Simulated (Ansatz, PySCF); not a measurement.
Pair of molecules: CHN (SMILES C#N) (first 3 atoms) with C2H3N (SMILES CC#N); geometry from B3LYP-D3(BJ)/def2-TZVP, rigid monomers moved along the line of their centres of mass till C1···C5 is 3.63 Å.
(charge 0, multiplicity 1):
```
atom    x (Å)    y (Å)   z (Å)
----  -------  -------  ------
C      0.3363   0.2915  0.2805
N     -0.6058  -0.3462  0.1386
H      1.2105   0.8808  0.4501
C     -0.5968  -0.6133  4.1598
C      0.5713   0.2110  3.9050
N      1.4889   0.8611  3.6653
H     -1.3086  -0.0756  4.7863
H     -1.0721  -0.8613  3.2092
H     -0.3054  -1.5344  4.6647
```

Monomers are frozen at their geometry in the pair; levels with a basis set take the counterpoise correction.

Cores are frozen in the correlated methods. Rows in 6-31G* carry no dispersion term and start afresh at each structure (6-31G* with six Cartesian d functions).

Programs: Ansatz (a first-principles code) with Gaussian orbitals; PySCF for 6-31G* rows, the dispersion terms. Values without a source in brackets are computed.

Problem. One of these levels gives -130.9 meV for the interaction energy. Which?
A) HF/6-31G*
B) PBE-D4/def2-TZVPPD
C) B3LYP/6-31G*
D) SCS-MP2/aug-cc-pVDZ

Solution. A, HF/6-31G*. The others give -177.7 (PBE-D4/def2-TZVPPD), -113.0 (B3LYP/6-31G*), -150.1 (SCS-MP2/aug-cc-pVDZ)
